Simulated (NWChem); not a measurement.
System: TaClF$_{4}$; SMILES [F][Ta]([F])([F])([F])[Cl]

NWChem printed, in part:

```
             Northwest Computational Chemistry Package (NWChem) 7.3.0
             --------------------------------------------------------

 C2V symmetry detected

                             Geometry "geometry" -> ""
                             -------------------------

 Output coordinates in angstroms (scale by  1.889725989 to convert to a.u.)

  No.       Tag          Charge          X              Y              Z
 ---- ---------------- ---------- -------------- -------------- --------------
    1 Ta                  73.0000     0.00000000     0.00000000     0.15053997
    2 F                    9.0000     1.78534026     0.00000000     0.70120083
    3 F                    9.0000     0.00000000     1.79089233     0.68506440
    4 F                    9.0000     0.00000000    -1.79089233     0.68506440
    5 F                    9.0000    -1.78534026     0.00000000     0.70120083
    6 Cl                  17.0000     0.00000000     0.00000000    -2.11424659

 Effective nuclear repulsion energy (a.u.)    1223.2513210605

      Symmetry information
      --------------------

 Group name             C2v
 Group number             16
 Group order               4
 No. of unique centers     4

 Summary of "ao basis" -> "ao basis" (spherical)
 ------------------------------------------------------------------------------
       Tag                 Description            Shells   Functions and Types
 ---------------- ------------------------------  ------  ---------------------
 Ta                         def2-svp                12       32   6s3p2d1f
 F                          def2-svp                 6       14   3s2p1d
 Cl                         def2-svp                 8       18   4s3p1d

      Symmetry analysis of basis
      --------------------------

        a1         44
        a2         12
        b1         25
        b2         25

            General Information
            -------------------
          SCF calculation type: DFT
          Wavefunction type:  closed shell.
          No. of atoms     :     6
          No. of electrons :    66
           Alpha electrons :    33
            Beta electrons :    33
          Charge           :     0
          Spin multiplicity:     1
          Use of symmetry is: on ; symmetry adaption is: on
          Maximum number of iterations: 150
          AO basis - number of functions:   106
                     number of shells:    44
          Convergence on energy requested:  1.00D-06
          Convergence on density requested:  1.00D-05
          Convergence on gradient requested:  5.00D-04

              XC Information
              --------------
          PerdewBurkeErnzerhof Exchange Functional  1.000
            Perdew 1991 LDA Correlation Functional  1.000 local
           PerdewBurkeErnz. Correlation Functional  1.000 non-local

             Grid Information
             ----------------
          Grid used for XC integration:  medium
          Radial quadrature: Mura-Knowles
          Angular quadrature: Lebedev.
          Tag              B.-S. Rad. Rad. Pts. Rad. Cut. Ang. Pts.
          ---              ---------- --------- --------- ---------
          Ta                  1.45      123           8.0       590
          F                   0.50       49           9.0       434
          Cl                  1.00       88           9.0       590
          Grid pruning is: on
          Number of quadrature shells:   309
          Spatial weights used:  Erf1

      Superposition of Atomic Density Guess
      -------------------------------------

 Sum of atomic energies:        -918.41221955

      Non-variational initial energy
      ------------------------------

 Total energy =    -912.737048
 1-e energy   =   -2029.362020
 2-e energy   =     743.386051
 HOMO         =      -0.466729
 LUMO         =       0.011874

      Symmetry analysis of molecular orbitals - initial
      -------------------------------------------------

  Numbering of irreducible representations:

     1 a1          2 a2          3 b1          4 b2

  Orbital symmetries:

     1 a1          2 a1          3 b1          4 a1          5 b2
     6 a1          7 a1          8 b2          9 b1         10 a1
    11 b2         12 b1         13 a1         14 a1         15 a1
    16 b1         17 b2         18 a1         19 a2         20 a1
    21 a1         22 b2         23 b1         24 a1         25 b1
    26 b2         27 a1         28 b1         29 b2         30 a2
    31 a1         32 b1         33 b2         34 a1         35 b2
    36 b1         37 a2         38 a1         39 b2         40 b1
    41 a1         42 a1         43 a1

     ---------------------------------------------
      Total Density - Mulliken Population Analysis
     ---------------------------------------------

    Atom       Charge   Shell Charges
 -----------   ------   -------------------------------------------------------
    1 Ta  13     9.85   0.03 -0.32  1.76  0.55  0.24  0.04  5.50  0.59  0.11  0.94  0.22  0.17
    2 F    9     9.67   1.99  1.15  0.80  3.57  2.15  0.00
    3 F    9     9.67   1.99  1.15  0.80  3.57  2.16  0.00
    4 F    9     9.67   1.99  1.15  0.80  3.57  2.16  0.00
    5 F    9     9.67   1.99  1.15  0.80  3.57  2.15  0.00
    6 Cl  17    17.47   2.00  1.99  1.22  0.72  5.94  2.19  3.39  0.01

   convergence    iter        energy       DeltaE   RMS-Dens  Diis-err
 ---------------- ----- ----------------- --------- --------- ---------
 d= 0,ls=0.0,diis     1   -915.4713505323 -1.29D+03  5.10D-02  3.62D+00
 d= 0,ls=0.0,diis     2   -908.7060403027  6.77D+00  3.84D-02  6.99D+01
 d= 0,ls=0.0,diis     3   -915.8970660632 -7.19D+00  7.68D-03  4.66D-01
 d= 0,ls=0.0,diis     4   -915.9189691063 -2.19D-02  3.82D-03  2.70D-01
 d= 0,ls=0.0,diis     5   -915.9556428425 -3.67D-02  7.40D-04  8.64D-03
  Resetting Diis
 d= 0,ls=0.0,diis     6   -915.9562125550 -5.70D-04  3.81D-04  5.12D-03
 d= 0,ls=0.0,diis     7   -915.9566526623 -4.40D-04  3.52D-04  4.56D-04
 d= 0,ls=0.0,diis     8   -915.9564463228  2.06D-04  2.52D-04  2.65D-03
 d= 0,ls=0.0,diis     9   -915.9566946010 -2.48D-04  3.70D-05  2.57D-05
 d= 0,ls=0.0,diis    10   -915.9566972398 -2.64D-06  9.61D-06  2.40D-06
 d= 0,ls=0.0,diis    11   -915.9566974694 -2.30D-07  2.06D-06  1.19D-07

         Total DFT energy =     -915.956697469351
      One electron energy =    -2031.122487610757
           Coulomb energy =      818.241536010344
    Exchange-Corr. energy =      -76.314666835509
 Nuclear repulsion energy =      373.238920966571

 Numeric. integr. density =       66.000009929566

                  Occupations of the irreducible representations
                  ----------------------------------------------

                     irrep           alpha         beta
                     --------     --------     --------
                     a1               15.0         15.0
                     a2                2.0          2.0
                     b1                8.0          8.0
                     b2                8.0          8.0

                       DFT Final Molecular Orbital Analysis
                       ------------------------------------

 Vector   31  Occ=2.000000D+00  E=-3.521824D-01  Symmetry=a2
              MO Center= -1.9D-14, -8.2D-15,  6.9D-01, r^2= 3.6D+00
   Bfn.  Coefficient  Atom+Function         Bfn.  Coefficient  Atom+Function
  ----- ------------  ---------------      ----- ------------  ---------------
    37      0.350567  2 F  py                50     -0.351259  3 F  px
    64      0.351259  4 F  px                79     -0.350567  5 F  py
    40     -0.235617  2 F  py                53      0.235992  3 F  px
    67     -0.235992  4 F  px                82      0.235617  5 F  py

 Vector   32  Occ=2.000000D+00  E=-3.446273D-01  Symmetry=b1
              MO Center= -1.0D-14,  1.2D-14, -1.7D+00, r^2= 2.3D+00
   Bfn.  Coefficient  Atom+Function         Bfn.  Coefficient  Atom+Function
  ----- ------------  ---------------      ----- ------------  ---------------
    99      0.581172  6 Cl px                96      0.449215  6 Cl px
    93      0.260182  6 Cl px                38     -0.122112  2 F  pz
    80      0.122112  5 F  pz                36      0.119057  2 F  px
    78      0.119057  5 F  px                39     -0.092132  2 F  px
    81     -0.092132  5 F  px                41      0.083029  2 F  pz

 Vector   33  Occ=2.000000D+00  E=-3.443759D-01  Symmetry=b2
              MO Center= -3.3D-15, -2.6D-15, -1.7D+00, r^2= 2.3D+00
   Bfn.  Coefficient  Atom+Function         Bfn.  Coefficient  Atom+Function
  ----- ------------  ---------------      ----- ------------  ---------------
   100      0.580884  6 Cl py                97      0.448742  6 Cl py
    94      0.259902  6 Cl py                52     -0.127768  3 F  pz
    66      0.127768  4 F  pz                51      0.116477  3 F  py
    65      0.116477  4 F  py                54     -0.090541  3 F  py
    68     -0.090541  4 F  py                55      0.086722  3 F  pz

 Vector   34  Occ=0.000000D+00  E=-1.185433D-01  Symmetry=b2
              MO Center= -1.6D-14, -1.7D-14, -8.3D-02, r^2= 2.2D+00
   Bfn.  Coefficient  Atom+Function         Bfn.  Coefficient  Atom+Function
  ----- ------------  ---------------      ----- ------------  ---------------
    17      0.917363  1 Ta d -1             100      0.252536  6 Cl py
    51     -0.185359  3 F  py                65     -0.185359  4 F  py
    54      0.175499  3 F  py                68      0.175499  4 F  py
    97      0.172179  6 Cl py                 8      0.153854  1 Ta py
    52      0.143625  3 F  pz                66     -0.143625  4 F  pz

 Vector   35  Occ=0.000000D+00  E=-1.176223D-01  Symmetry=b1
              MO Center= -1.4D-14, -6.0D-14, -8.5D-02, r^2= 2.2D+00
   Bfn.  Coefficient  Atom+Function         Bfn.  Coefficient  Atom+Function
  ----- ------------  ---------------      ----- ------------  ---------------
    19      0.916301  1 Ta d  1              99     -0.254168  6 Cl px
    36      0.189059  2 F  px                78      0.189059  5 F  px
    39     -0.178930  2 F  px                81     -0.178930  5 F  px
    96     -0.172832  6 Cl px                 7     -0.157369  1 Ta px
    38     -0.139037  2 F  pz                80      0.139037  5 F  pz

 Vector   36  Occ=0.000000D+00  E=-1.168900D-01  Symmetry=a2
              MO Center=  2.2D-15,  5.5D-14,  2.3D-01, r^2= 1.7D+00
   Bfn.  Coefficient  Atom+Function         Bfn.  Coefficient  Atom+Function
  ----- ------------  ---------------      ----- ------------  ---------------
    16      0.963474  1 Ta d -2              37      0.188831  2 F  py
    50      0.189668  3 F  px                64     -0.189668  4 F  px
    79     -0.188831  5 F  py                40     -0.150012  2 F  py
    53     -0.150606  3 F  px                67      0.150606  4 F  px
    82      0.150012  5 F  py                21      0.028380  1 Ta d -2

     ---------------------------------------------
      Total Density - Mulliken Population Analysis
     ---------------------------------------------

    Atom       Charge   Shell Charges
 -----------   ------   -------------------------------------------------------
    1 Ta  13    11.85   0.04 -0.34  1.88  0.47  0.33 -0.02  5.61  0.57  0.23  2.36  0.45  0.27
    2 F    9     9.25   1.99  1.14  0.81  3.32  1.99  0.00
    3 F    9     9.25   1.99  1.14  0.81  3.32  1.99  0.00
    4 F    9     9.25   1.99  1.14  0.81  3.32  1.99  0.00
    5 F    9     9.25   1.99  1.14  0.81  3.32  1.99  0.00
    6 Cl  17    17.14   2.00  1.98  1.29  0.68  5.93  2.16  3.09  0.02

     -------------------------------------------
      Total Density - Lowdin Population Analysis
     -------------------------------------------

    Atom       Charge   Shell Charges
 -----------   ------   -------------------------------------------------------
    1 Ta  13    13.00   0.00  0.03  1.09  0.79  0.35  0.14  4.97  1.29  0.48  2.18  1.12  0.55
    2 F    9     9.06   1.98  1.03  0.76  3.19  2.10  0.01
    3 F    9     9.06   1.98  1.03  0.76  3.19  2.10  0.01
    4 F    9     9.06   1.98  1.03  0.76  3.19  2.10  0.01
    5 F    9     9.06   1.98  1.03  0.76  3.19  2.10  0.01
    6 Cl  17    16.76   2.00  1.96  1.03  0.73  5.82  2.26  2.95  0.02

     Multipole analysis of the density
     ---------------------------------

     L   x y z        total         alpha         beta         nuclear
     -   - - -        -----         -----         ----         -------
     0   0 0 0     -0.000000    -33.000000    -33.000000     66.000000

     1   1 0 0      0.000000      0.000000      0.000000      0.000000
     1   0 1 0     -0.000000     -0.000000     -0.000000     -0.000000
     1   0 0 1     -0.494077      8.287340      8.287340    -17.068757

     2   2 0 0    -44.070075   -124.478012   -124.478012    204.885948
     2   1 1 0     -0.000000     -0.000000     -0.000000      0.000000
     2   1 0 1      0.000000      0.000000      0.000000      0.000000
     2   0 2 0    -44.144097   -125.153170   -125.153170    206.162243
     2   0 1 1     -0.000000      0.000000      0.000000     -0.000000
     2   0 0 2    -39.870836   -187.031216   -187.031216    334.191595
```

Level: PBE/def2-SVP with def2 effective core potentials on Ta. Geometry: optimised at PBE0/def2-SVP. No frequency run checked for a minimum. def2 effective core potentials on Ta; no spin-orbit coupling.

Q: Which NWChem input produces such a log?

A: Several could match; the one computed here: the input that was run:
```
start job
memory heap 200 mb stack 900 mb global 1100 mb
geometry units angstroms noautoz
  Ta    -0.001935     0.068849     0.000120
  F      0.197211     0.618659     1.774584
  F      1.765481     0.639358    -0.209131
  F     -1.790687     0.567172     0.212348
  F     -0.223076     0.620137    -1.771275
  Cl     0.043891    -2.195465    -0.006269
end
basis spherical
  Ta library def2-svp
  F library def2-svp
  Cl library def2-svp
end
ecp
  Ta library def2-ecp
end
dft
  xc xpbe96 cpbe96
  iterations 150
  mulliken
end
task dft energy
```
